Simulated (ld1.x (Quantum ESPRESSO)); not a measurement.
**Ni (Z = 28), TM: configuration errors across variants**

- Element: nickel (Ni)
- Generator: ld1.x (Quantum ESPRESSO) 7.5
- Type: norm-conserving Troullier–Martins (Kleinman–Bylander form)
- Functional: PBEsol
- Relativity: scalar-relativistic
- Frozen core: [Ne]
- Valence charge: 18
- Reference configuration: 3s2 3p6 3d8 4s1 4p0 (charge +1)
- Partial waves: 3s (bound): rc 1.00 bohr; 3p (bound): rc 0.90 bohr; 3d (bound): rc 1.55 bohr
- Local potential: the d channel
- Core correction: none

Occupied shells without a wave of their own: 4s. They enter only through the test configuration that unscreens the potential.

All-electron excitation energies from the reference (eV): (1) 3s2 3p6 3d8 4s2 4p0 -9.337; (2) 3s2 3p6 3d8 4s0 4p0 17.261; (3) 3s2 3p6 3d7 4s0 4p0 54.697; (4) 3s2 3p6 3d9 4s0 4p0 -3.073; (5) 3s1 3p6 3d8 4s2 4p0 109.784; (6) 3s2 3p6 3d8 4s0 4p1 5.713; (7) 3s2 3p5 3d8 4s2 4p0 70.059.

For the base: The 4s level has no wave, so the channel is fitted at the deeper level alone: the likely source of the large errors.

The file “wave 3s (bound): rc 1.00 bohr becomes 3s (bound): rc 0.68 bohr” misses its own reference levels by 0.6 eV. The file “wave 3s (bound): rc 1.00 bohr becomes 3s (bound): rc 0.72 bohr” misses its own reference levels by 0.6 eV. The file “wave 3s (bound): rc 1.00 bohr becomes 3s (bound): rc 0.84 bohr” misses its own reference levels by 0.5 eV. The file “wave 3s (bound): rc 1.00 bohr becomes 3s (bound): rc 1.20 bohr” misses its own reference levels by 0.7 eV. The file “wave 3s (bound): rc 1.00 bohr becomes 3s (bound): rc 1.40 bohr” misses its own reference levels by 1.5 eV. The file “wave 3s (bound): rc 1.00 bohr becomes 3s (bound): rc 1.48 bohr” misses its own reference levels by 1.8 eV.

Errors AE − PS in meV (a dash: test not solved or not reliable):

```tsv
change	(1)	(2)	(3)	(4)	(5)	(6)	(7)	bound ghosts
base	-130	+111	-185	+215	-110	-295	-31	none
wave 3s (bound): rc 1.00 bohr becomes 3s (bound): rc 0.68 bohr	-491	+754	+865	+543	-936	+225	-889	none
wave 3s (bound): rc 1.00 bohr becomes 3s (bound): rc 0.72 bohr	-482	+739	+840	+535	-915	+212	-867	none
wave 3s (bound): rc 1.00 bohr becomes 3s (bound): rc 0.84 bohr	-393	+583	+586	+456	-712	+87	-653	none
wave 3s (bound): rc 1.00 bohr becomes 3s (bound): rc 0.96 bohr	-182	+204	-33	+262	-227	-219	-150	none
wave 3s (bound): rc 1.00 bohr becomes 3s (bound): rc 1.10 bohr	+130	-365	-961	-30	+481	-684	+556	none
wave 3s (bound): rc 1.00 bohr becomes 3s (bound): rc 1.20 bohr	+478	-1016	-2017	-370	+1249	-1222	+1294	none
wave 3s (bound): rc 1.00 bohr becomes 3s (bound): rc 1.40 bohr	+1089	-2189	-3886	-1009	+2504	-2209	+2478	none
wave 3s (bound): rc 1.00 bohr becomes 3s (bound): rc 1.48 bohr	+1276	-2552	-4453	-1216	+2864	-2519	+2817	none
```

(1) Give the same row for: wave 3s (bound): rc 1.00 bohr becomes 3s (bound): rc 1.26 bohr.

## Answers

(1) +678, -1395, -2627, -572, +1672, -1538, +1694; bound ghosts: none.
